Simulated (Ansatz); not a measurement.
Basis-set extrapolation for C$_{2}$H$_{7}$BFNSi, SMILES `B[SiH](F)CC=N` (PBE0-D4/def2-TZVP geometry, frozen core, the Gaussian-basis code of Ansatz). Multiplicity 1, RHF reference.

|  | def2-TZVPP | def2-QZVPP |
| --- | --- | --- |
| HF | -547.455307 | -547.476536 |
| MP2 correlation | -0.996094 | -1.071349 |
| CCSD(T) correlation | -1.086976 | not run |

Energies in hartree. Use E(X) = E(∞) + A·exp(−7.88·√X) for Hartree–Fock and E(X) = E(∞) + B·X^(−2.97) for correlation, with X = 3 and 4, and add CCSD(T) minus MP2 of the smaller set to the MP2 limit.

Task: What is the CCSD(T) energy at the basis-set limit?

Result: HF limit: -547.476536 + (-0.021229) × 0.13774 = -547.47946. MP2 limit: -1.071349 + (-0.075255) × 0.74074 = -1.12709. Higher-order term: -1.086976 − (-0.996094) = -0.09088. Total: -548.69743 hartree, 4.22 eV below CCSD(T)/def2-TZVPP.
